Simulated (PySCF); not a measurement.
## Computed vibrations of [Er(H2O)4]3+

[Er(H2O)4]3+ (singlet in the valence; each metal's 4f electrons, 11 of them, lie in its core potential, out of spins and levels). PySCF 2.14.0, RKS PBE0, Er lcecp-1-SVP with ECP57, O def2-SVP, H def2-SVP; non-relativistic Hamiltonian with scalar-relativistic core potentials where named; density fitting; no spin-orbit coupling. Central differences of gradients.

```xyz
13

Er    0.0000    0.0000    0.0000
O     1.3342    1.3121    1.2459
H     2.1384    1.0581    1.7541
H     1.2596    2.2808    1.4076
O    -1.3342   -1.2460    1.3121
H    -1.2597   -1.4075    2.2807
H    -2.1385   -1.7541    1.0580
O     1.3342   -1.3121   -1.2459
H     1.2596   -2.2808   -1.4076
H     2.1384   -1.0581   -1.7541
O    -1.3342    1.2460   -1.3121
H    -2.1385    1.7541   -1.0580
H    -1.2597    1.4075   -2.2807
```

Run from Python with OMP_NUM_THREADS=2. Where DIIS fails, smearing, a level shift and second-order steps follow.
It took 3.7 min on 2 threads of Arm Neoverse V2 (shared host).

Question: What are the harmonic wavenumbers and infrared intensities?

Answer: Negative numbers are unstable modes, those under 60 cm⁻¹ near the noise; a finer grid moves soft modes by up to 10 cm⁻¹.
```
cm⁻¹  km/mol  symmetry
  42     6.5          
  43     6.5          
  50     2.0          
  62     6.1          
  67     0.0          
 103     2.8          
 103     2.6          
 155     0.0          
 192     0.5          
 397     0.0          
 399     8.0          
 399     8.0          
 401    10.4          
 612     0.0          
 614     0.3          
 614     0.3          
 636    24.1          
 651     0.0          
 659   604.9          
 659   604.8          
 668   549.3          
1672   205.8          
1672   186.2          
1672   186.1          
1676     0.0          
3612   615.0          
3612   637.6          
3612   665.1          
3632     0.2          
3651     0.0          
3652   557.8          
3652   553.4          
3654   550.0
```

Question: Is this a minimum?

Answer: Yes, within the noise of the softest modes. Ideal gas at 298.15 K and 1 bar: S = 478.1 J/(mol K), Cp = 163.7 J/(mol K), H − H(0 K) = 34.0 kJ/mol (rigid rotor, harmonic modes, spin degeneracy alone, that of the 4f electrons in the core included; the modes under 60 cm⁻¹ make these uncertain).

An lcecp potential fixes the number of 4f electrons, so in runs with it no electron can move into or out of that shell.
